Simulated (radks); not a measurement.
The numbers below are computed, except where a source is named.
Question: The mean radii <r> (bohr) of the occupied orbitals of an atom or ion are listed with their occupations. Level of theory: scalar-relativistic Kohn-Sham, LDA (Slater exchange, Perdew-Wang correlation), spin-polarised, spherical densities, finite nucleus; Fermi nuclear charge, rms radius of each element as measured or else 0.836 A^(1/3) + 0.57 fm (a radial shooting solver on a logarithmic mesh with Libxc functionals).

| orbital | occ. | <r> |
|---|---|---|
| 1s | 2 | 0.03114 |
| 2s | 2 | 0.1351 |
| 2p | 6 | 0.1177 |
| 3s | 2 | 0.3692 |
| 3p | 6 | 0.3681 |
| 3d | 10 | 0.3461 |
| 4s | 2 | 0.9117 |
| 4p | 6 | 1.001 |
| 4d | 10 | 1.389 |

Name the element and its charge. Open shells, if any, are filled with parallel spins first.

Answer: Z = 47, silver, charge +1: Ag+ in [Kr] 4d10. The 1s radius gives Z: for a bare nucleus <r> = (2 gamma + 1)/(2Z) with gamma = sqrt(1 - (Z/c)^2), 0.03062 bohr for Z = 47, and screening makes it slightly larger (0.03114 here). The occupations add up to 46, and the charge is Z minus that.
